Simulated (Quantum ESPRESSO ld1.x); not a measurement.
Cr8+, 16 electrons, occupied as [Ne] 3s2 3p4. All-electron calculation, Dirac Kohn-Sham, revPBE, spin-unpolarised, spherical densities, point nucleus; open shells fill j = l - 1/2 first. Program: ld1.x of Quantum ESPRESSO 7.5.

X-ray form factor f0, the Fourier transform of the density (f0(0) = 16):

| sin(theta)/lambda (1/angstrom) | f0 (electrons) |
|---|---|
| 0.05 | 15.901 |
| 0.1 | 15.612 |
| 0.15 | 15.151 |
| 0.2 | 14.551 |
| 0.25 | 13.847 |
| 0.3 | 13.079 |
| 0.4 | 11.500 |
| 0.5 | 10.052 |
| 0.6 | 8.856 |
| 0.8 | 7.223 |
| 1 | 6.204 |
| 1.25 | 5.189 |
| 1.5 | 4.245 |
| 2 | 2.743 |
